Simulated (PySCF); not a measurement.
Vertical excitations of a molecule C2H5FN2Si from TDDFT-ωB97X/def2-SVPD run with PySCF, as energy in eV (oscillator strength): 4.21 (0.000), 5.48 (0.000), 6.90 (0.026), 7.09 (0.014), 7.19 (0.019), 7.64 (0.067), 7.76 (0.026), 7.81 (0.032), 7.85 (0.047), 8.15 (0.018). Lowest triplet (TDA): 3.44 eV. Coordinates come from a PBE-D3(BJ)/def2-SVP optimisation. One conformer was computed; it need not be the lowest.

Identify the compound among the candidates.
A. C#C[Si](N)(N)F
B. N[Si@@H]1C=N[C@@H]1F
C. N[Si@]1(F)C=NC1
D. N#CC[Si@@H](N)F

B, N[Si@@H]1C=N[C@@H]1F
